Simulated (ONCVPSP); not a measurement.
## Li: variants of one ONCV potential

Base potential:

* Element: Li
* Generator: ONCVPSP 4.0.1
* Type: optimised norm-conserving Vanderbilt (ONCV)
* Functional: PBE
* Relativity: scalar-relativistic
* Frozen core: [He]
* Valence charge: 1
* Reference configuration: 2s1
* Partial waves: 2s: rc 3.00 bohr, ncon 4, nbas 9, qcut 2.7 1/bohr, 2 projectors, debl 3.7 Ha; p scattering state at 0.06 Ha: rc 3.00 bohr, ncon 3, nbas 8, qcut 2.4 1/bohr, 2 projectors, debl 3.5 Ha; d scattering state at 0.04 Ha: rc 2.85 bohr, ncon 4, nbas 8, qcut 3.8 1/bohr, 1 projector
* Local potential: polynomial inside 2.60 bohr (lpopt 5, dvloc0 0 Ha)
* Core correction: polynomial model core, fcfact 0.55

In the p channel the program set the typed energies aside and used 0.050, 3.550 Ha.

All-electron outer shells of the reference configuration (PBE, scalar-relativistic, ld1.x):

| shell | level (eV) | outermost node (bohr) | outermost maximum (bohr) |
| --- | --- | --- | --- |
| 1s | -51.85 | – | 0.36 |
| 2s | -2.87 | 0.83 | 3.12 |

Cutoffs, loose and tight: the cutoffs (Ha) at which the residual kinetic energy of the hardest occupied pseudo-wave falls to 1 and 0.1 mHa per electron. They do not see the model core or the augmentation charge, which bear on the density cutoff. Test errors are all-electron minus pseudo excitation energies from the reference, over the configurations 2s0.5; 2s0 2p1. A dash means not determined; rows that change the core or the reference have their own tests.

For the base: The cutoffs count occupied waves only; projector 2 of the p channel, the hardest unoccupied one, needs 43 Ha at the loose tolerance.

| change | outcome | cutoff, loose | cutoff, tight | bound ghosts | GHOST(+) flags above zero | largest test error (meV) |
| --- | --- | --- | --- | --- | --- | --- |
| base | generated, projector energies reset by the program | 1.8 Ha | 2.8 Ha | none | p | -23 |
| s: rc 2.16; local potential polynomial inside 2.16 bohr (lpopt 5, dvloc0 0 Ha) | generated, projector energies reset by the program | 2.1 Ha | 3.5 Ha | none | p | -22 |
| s: rc 2.62 | generated, projector energies reset by the program | 2.1 Ha | 3.2 Ha | none | p | -22 |
| s: rc 3.44 | generated, projector energies reset by the program | 1.6 Ha | 2.5 Ha | none | p | -25 |

Task: What comes out with this change to the base: s: rc 2.9?

Result: outcome: generated, projector energies reset by the program; cutoff, loose: 1.9 Ha; cutoff, tight: 2.9 Ha; bound ghosts: none; GHOST(+) flags above zero: p; largest test error (meV): -23.

Task: What comes out with this change to the base: s: rc 3.94?

Result: outcome: generated, projector energies reset by the program; cutoff, loose: 1.4 Ha; cutoff, tight: 2.2 Ha; bound ghosts: none; GHOST(+) flags above zero: s, p; largest test error (meV): -28.

Task: What comes out with this change to the base: s: rc 4.22?

Result: outcome: generated, projector energies reset by the program; cutoff, loose: 1.2 Ha; cutoff, tight: 2.1 Ha; bound ghosts: none; GHOST(+) flags above zero: s, p; largest test error (meV): -30.

Reading the sweep of the s radius (base included, trends over the rows without a ghost): The loose cutoff falls from 2.1 Ha at 2.16 to 1.2 Ha at 4.22 bohr. A larger radius leaves more room for a smooth pseudo-wave, so fewer plane waves are needed; a smaller one forces it to follow the all-electron wave where it bends sharply. The median size of the test errors (rows with all tests solved) rises from 11.6 meV at 2.16 to 19.1 meV at 4.22 bohr. More of the atom is replaced by a form fitted at one configuration, so other configurations suffer as the radius grows.
